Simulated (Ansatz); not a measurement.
Total energies of Zr₄O₈ from Ansatz at PBE0-D4/def2-TZVP, gas phase (1 Eh = 27.2114 eV = 2625.5 kJ/mol). The reference geometry is relaxed at PBE-D4/def2-SVP.

Cartesian coordinates in Å:
```
Zr 1.427 2.242 -0.309
Zr -1.500 -1.827 -0.227
Zr 1.382 -0.663 -0.502
Zr -0.802 0.940 1.036
O -0.014 0.837 -0.892
O 0.003 -1.004 1.050
O -2.150 -3.344 0.435
O 0.250 -1.910 -1.432
O 2.475 0.844 -1.324
O -0.266 2.856 0.606
O -2.365 0.008 0.409
O 1.559 1.020 1.151
```

| state | geometry | energy (Eh) |
| --- | --- | --- |
| charge 0 singlet | reference | -790.39037 |
| charge 1 doublet | reference | -790.06920 |
| charge -1 doublet | reference | -790.44397 |
| charge 0 triplet | relaxed at PBE-D4/def2-SVP | -790.29046 |
| charge 0 quintet | relaxed at PBE-D4/def2-SVP | -790.17063 |
| free Zr atom (triplet) | – | -46.88229 |
| free O atom (triplet) | – | -75.01860 |

In the def2 sets Zr takes a core potential; there is no spin–orbit coupling.

(1) Work out the vertical ionisation energy to the doublet.

(2) Work out the vertical electron affinity, to the doublet.

(3) Give the fundamental gap IE − EA, the Mulliken electronegativity (IE + EA)/2 and the hardness (IE − EA)/2.

(4) Which of the charge 0 states is lowest, and how far above it are the others?

(5) What is the binding energy per atom against free atoms?

(1) E(charge 1 doublet) − E(charge 0 singlet) = -790.06920 − (-790.39037) = 0.32117 Eh = 8.74 eV. For comparison, −ε of the highest occupied level is 7.15 eV at this level, 1.59 eV less.

(2) E(charge 0 singlet) − E(charge -1 doublet) = -790.39037 − (-790.44397) = 0.05360 Eh = 1.46 eV. The basis lacks diffuse functions, which makes affinities too small.

(3) From the values in Eh: IE − EA = 0.32117 − 0.05360 = 0.26757 Eh = 7.28 eV; (IE + EA)/2 = 5.10 eV; (IE − EA)/2 = 3.64 eV. The HOMO–LUMO gap of the same run is 4.66 eV, 2.62 eV smaller than the fundamental gap.

(4) The singlet. triplet: -790.29046 − (-790.39037) = 0.09991 Eh = 262.3 kJ/mol; quintet: -790.17063 − (-790.39037) = 0.21974 Eh = 576.9 kJ/mol.

(5) Atoms: 4 × (-46.88229) + 8 × (-75.01860) = -787.67796 Eh. Binding: -787.67796 − (-790.39037) = 2.71241 Eh = 73.81 eV, or 6.15 eV for each of 12 atoms (no zero-point energy, no counterpoise term).

 

The structure comes from a short search, and lower isomers may exist.
